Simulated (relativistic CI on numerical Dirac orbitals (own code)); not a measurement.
**Line list: Electric-dipole lines, Co⁶⁺**

Method of calculation: Dirac-Coulomb-Breit CI, orbitals from a KLI potential per configuration, QED by a radiative potential, unscaled Slater integrals (own radial code, finite nucleus).

Configurations in the expansion (outside the closed core [Ne]): 3s²3p⁶3d³, 3s²3p⁵3d⁴, 3s²3p⁶3d²4s, 3s²3p⁶3d²4p, 3s3p⁶3d⁴, 3s²3p⁶3d²4d, 3s²3p⁶3d²5s, 3s²3p⁶3d²4f, 3s²3p⁶3d²5p, 3s²3p⁶3d²5d, 3s²3p⁶3d²6s, 3s²3p⁶3d²5f, 3s²3p⁶3d²5g, 3s²3p⁶3d²6p, 3s²3p⁶3d²6d, 3s²3p⁶3d4s4p, 3s²3p⁵3d³4s, 3s²3p⁵3d³4p, 3s²3p⁵3d³4d, 3s²3p⁶3d4p4d, 3s²3p⁵3d³5s, 3s²3p⁵3d³4f, 3s²3p⁶3d4s², 3s²3p⁶4s²4p, 3s²3p⁶4s²4d, 3s²3p⁶4s²5s, 3p⁶3d⁵, 3p⁵3d⁶, 3s²3p⁶3d4p², 3s²3p⁶4s4p², 3s²3p⁶4p³, 3s²3p⁶4p²4d, 3s²3p⁶4p²5s, 3s²3p⁶3d4s4d, 3s²3p⁶4s4p4d, 3s²3p⁶4s4d², 3s²3p⁶4s4d5s. Double excitations out of closed p, d and f shells are left out; levels of such configurations are missing from the list, as are those of other unlisted configurations, and high levels can miss mixing partners. These lack a partner that the ground configuration has and come out too high: 3s²3p⁵3d³4s, 3s²3p⁵3d³4p, 3s²3p⁵3d³4d, 3s²3p⁵3d³5s, 3s²3p⁵3d³4f.

| λ vac (nm) | Lower | Upper | A (s⁻¹) | gf | Branching (%) |
| --- | --- | --- | --- | --- | --- |
| 14.260 | 3s²3p⁶3d³ ⁴F7/2 [3] | 3s²3p⁶3d²4f ⁴F°7/2 [358] | 6.69e+10 | 1.63e+00 | 35.1 |
| 14.272 | 3s²3p⁶3d³ ⁴F5/2 [2] | 3s²3p⁶3d²4f ⁴F°3/2 [353] | 1.36e+11 | 1.66e+00 | 72.0 |
| 14.275 | 3s²3p⁶3d³ ⁴F7/2 [3] | 3s²3p⁶3d²4f ⁴F°5/2 [355] | 1.32e+11 | 2.41e+00 | 70.1 |
| 14.276 | 3s²3p⁶3d³ ⁴F9/2 [4] | 3s²3p⁶3d²4f ⁴F°9/2 [359] | 1.74e+11 | 5.30e+00 | 94.8 |
| 14.279 | 3s²3p⁶3d³ ⁴F3/2 [1] | 3s²3p⁶3d²4f ⁴D°1/2 [347] | 1.81e+11 | 1.11e+00 | 91.6 |
| 14.282 | 3s²3p⁶3d³ ⁴F9/2 [4] | 3s²3p⁶3d²4f ⁴F°7/2 [358] | 1.13e+11 | 2.77e+00 | 59.4 |
| 14.283 | 3s²3p⁶3d³ ⁴F3/2 [1] | 3s²3p⁶3d²4f ⁴D°3/2 [346] | 1.33e+11 | 1.63e+00 | 66.7 |
| 14.292 | 3s²3p⁶3d³ ⁴F5/2 [2] | 3s²3p⁶3d²4f ⁴D°5/2 [348] | 1.27e+11 | 2.34e+00 | 62.4 |
| 14.296 | 3s²3p⁶3d³ ⁴F7/2 [3] | 3s²3p⁶3d²4f ⁴D°7/2 [351] | 1.03e+11 | 2.54e+00 | 49.9 |
| 14.318 | 3s²3p⁶3d³ ⁴F9/2 [4] | 3s²3p⁶3d²4f ⁴D°7/2 [351] | 9.35e+10 | 2.30e+00 | 45.1 |
| 14.321 | 3s²3p⁶3d³ ⁴F3/2 [1] | 3s²3p⁶3d²4f ⁴G°5/2 [340] | 1.13e+11 | 2.08e+00 | 94.1 |
| 14.324 | 3s²3p⁶3d³ ⁴F5/2 [2] | 3s²3p⁶3d²4f ⁴G°7/2 [344] | 1.14e+11 | 2.80e+00 | 95.0 |
| 14.328 | 3s²3p⁶3d³ ⁴F7/2 [3] | 3s²3p⁶3d²4f ⁴G°9/2 [345] | 1.11e+11 | 3.40e+00 | 94.6 |
| 14.332 | 3s²3p⁶3d³ ⁴F9/2 [4] | 3s²3p⁶3d²4f ⁴G°11/2 [349] | 1.07e+11 | 3.95e+00 | 94.4 |
| 14.427 | 3s²3p⁶3d³ ²G7/2 [8] | 3s²3p⁶3d²4f ²H°9/2 [400] | 7.18e+10 | 2.24e+00 | 71.0 |
| 14.455 | 3s²3p⁶3d³ ²G9/2 [9] | 3s²3p⁶3d²4f ²H°11/2 [397] | 7.49e+10 | 2.82e+00 | 64.2 |
| 14.481 | 3s²3p⁶3d³ ²G7/2 [8] | 3s²3p⁶3d²4f ²F°5/2 [393] | 1.47e+11 | 2.78e+00 | 56.3 |
| 14.492 | 3s²3p⁶3d³ ²G9/2 [9] | 3s²3p⁶3d²4f ²F°7/2 [394] | 1.40e+11 | 3.52e+00 | 55.4 |
| 14.590 | 3s²3p⁶3d³ ⁴P5/2 [7] | 3s²3p⁶3d²4f ⁴P°5/2 [369] | 1.85e+11 | 3.54e+00 | 68.1 |
| 14.591 | 3s²3p⁶3d³ ⁴P5/2 [7] | 3s²3p⁶3d²4f ⁴P°3/2 [368] | 1.46e+11 | 1.86e+00 | 53.8 |
| 14.828 | 3s²3p⁶3d³ ²H9/2 [12] | 3s²3p⁵3d⁴ ²G°7/2 [367] | 2.41e+11 | 6.36e+00 | 82.0 |
| 14.829 | 3s²3p⁶3d³ ²H11/2 [13] | 3s²3p⁵3d⁴ ²G°9/2 [370] | 2.66e+11 | 8.78e+00 | 82.3 |
| 14.956 | 3s²3p⁶3d³ ²H11/2 [13] | 3s²3p⁶3d²4f ²H°11/2 [363] | 7.08e+10 | 2.85e+00 | 58.5 |
| 14.981 | 3s²3p⁶3d³ ⁴F9/2 [4] | 3s²3p⁵3d⁴ ⁴D°7/2 [312] | 2.27e+11 | 6.12e+00 | 76.5 |
| 14.986 | 3s²3p⁶3d³ ²H9/2 [12] | 3s²3p⁶3d²4f ²H°9/2 [356] | 7.19e+10 | 2.42e+00 | 58.7 |
| 14.986 | 3s²3p⁶3d³ ⁴F7/2 [3] | 3s²3p⁵3d⁴ ⁴D°5/2 [311] | 2.12e+11 | 4.28e+00 | 70.8 |
| 14.990 | 3s²3p⁶3d³ ⁴F5/2 [2] | 3s²3p⁵3d⁴ ⁴D°3/2 [310] | 2.13e+11 | 2.87e+00 | 69.6 |
| 14.991 | 3s²3p⁶3d³ ⁴F3/2 [1] | 3s²3p⁵3d⁴ ⁴D°1/2 [308] | 2.71e+11 | 1.83e+00 | 86.5 |
| 15.649 | 3s²3p⁶3d³ ²G9/2 [9] | 3s²3p⁵3d⁴ ²F°7/2 [307] | 7.33e+10 | 2.15e+00 | 43.1 |
| 15.937 | 3s²3p⁶3d³ ²H11/2 [13] | 3s²3p⁵3d⁴ ²H°11/2 [306] | 1.68e+11 | 7.66e+00 | 97.4 |
| 15.990 | 3s²3p⁶3d³ ²H9/2 [12] | 3s²3p⁵3d⁴ ²H°9/2 [304] | 1.70e+11 | 6.53e+00 | 97.7 |
| 16.232 | 3s²3p⁶3d³ ²G7/2 [8] | 3s²3p⁵3d⁴ ²G°7/2 [293] | 7.78e+10 | 2.46e+00 | 68.9 |
| 16.241 | 3s²3p⁶3d³ ²G9/2 [9] | 3s²3p⁵3d⁴ ²G°9/2 [294] | 9.17e+10 | 3.63e+00 | 76.8 |
| 16.580 | 3s²3p⁶3d³ ⁴F9/2 [4] | 3s²3p⁵3d⁴ ⁴F°9/2 [253] | 1.17e+11 | 4.83e+00 | 88.3 |
| 16.623 | 3s²3p⁶3d³ ⁴F7/2 [3] | 3s²3p⁵3d⁴ ⁴F°7/2 [247] | 1.04e+11 | 3.44e+00 | 77.4 |
| 16.671 | 3s²3p⁶3d³ ⁴F5/2 [2] | 3s²3p⁵3d⁴ ⁴F°5/2 [245] | 9.20e+10 | 2.30e+00 | 68.6 |
| 16.680 | 3s²3p⁶3d³ ⁴F3/2 [1] | 3s²3p⁵3d⁴ ⁴F°3/2 [243] | 6.24e+10 | 1.04e+00 | 53.8 |
| 16.899 | 3s²3p⁶3d³ ²G7/2 [8] | 3s²3p⁵3d⁴ ²G°7/2 [269] | 5.88e+10 | 2.02e+00 | 72.2 |
| 16.910 | 3s²3p⁶3d³ ²G9/2 [9] | 3s²3p⁵3d⁴ ²G°9/2 [271] | 5.57e+10 | 2.39e+00 | 65.8 |
| 17.633 | 3s²3p⁶3d³ ⁴P5/2 [7] | 3s²3p⁵3d⁴ ⁴D°7/2 [232] | 4.76e+10 | 1.77e+00 | 75.1 |
| 17.980 | 3s²3p⁶3d³ ⁴F7/2 [3] | 3s²3p⁵3d⁴ ⁴G°9/2 [186] | 3.42e+10 | 1.66e+00 | 92.3 |
| 17.997 | 3s²3p⁶3d³ ⁴F9/2 [4] | 3s²3p⁵3d⁴ ⁴G°11/2 [187] | 3.01e+10 | 1.75e+00 | 93.0 |
| 18.407 | 3s²3p⁶3d³ ⁴F3/2 [1] | 3s²3p⁵3d⁴ ⁴G°5/2 [177] | 4.15e+10 | 1.26e+00 | 82.0 |
| 18.456 | 3s²3p⁶3d³ ⁴F5/2 [2] | 3s²3p⁵3d⁴ ⁴G°7/2 [176] | 3.38e+10 | 1.38e+00 | 80.7 |
| 18.677 | 3s²3p⁶3d³ ⁴F9/2 [4] | 3s²3p⁵3d⁴ ⁴G°11/2 [173] | 2.83e+10 | 1.78e+00 | 99.3 |

Terms are leading LS components. Brackets give the number of a level in order of energy, since labels repeat. The list gives strong lines, with weight on those to low levels, without lines whose two gauges differ by over a factor of 2.5, among the lowest 400 of 4559 levels, so that lines to higher ones, which can be the strongest, are missing. Levels whose partners in the same complex of configurations lie outside the list can be far off, and so can their lines. Rates are taken at the computed energies, electric ones in the length gauge.

At this charge configurations can still be misplaced by up to about 7 % of their energy. Terms inside the open d or f shell come out 10 to 20 % too wide with unscaled integrals. 16 of the 24 excited levels that our extract of the measured tables holds in this range could be paired (the sources list more); they are missed by 1013 cm⁻¹ on average and 2531 at most, and levels without a partner can miss by more. Some levels of the ground configuration have no partner and can miss by 10 % or more.

LS names give the leading component of a level, which can be under half, so a name can repeat, a term be missing and a line seem to break the LS rules.
